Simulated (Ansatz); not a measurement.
C4H7Cl, SMILES C/C=C(\C)Cl.

The structure is a stationary point at B3LYP-D3(BJ)/def2-SVP.

Two levels are set side by side: PBE/def2-SVPD (Ansatz, a program for electronic structure) and CAM-B3LYP/def2-SVPD (Ansatz). Energy differences of separate SCF runs at the same geometry; the states with an electron removed or added have multiplicity 2 and 2. Differences are taken from unrounded values.

```csv
quantity,CAM-B3LYP,PBE,PBE minus CAM-B3LYP
vertical ionisation energy (eV),9.10,8.84,-0.27
vertical singlet–triplet gap (eV),4.09,4.11,0.01
```
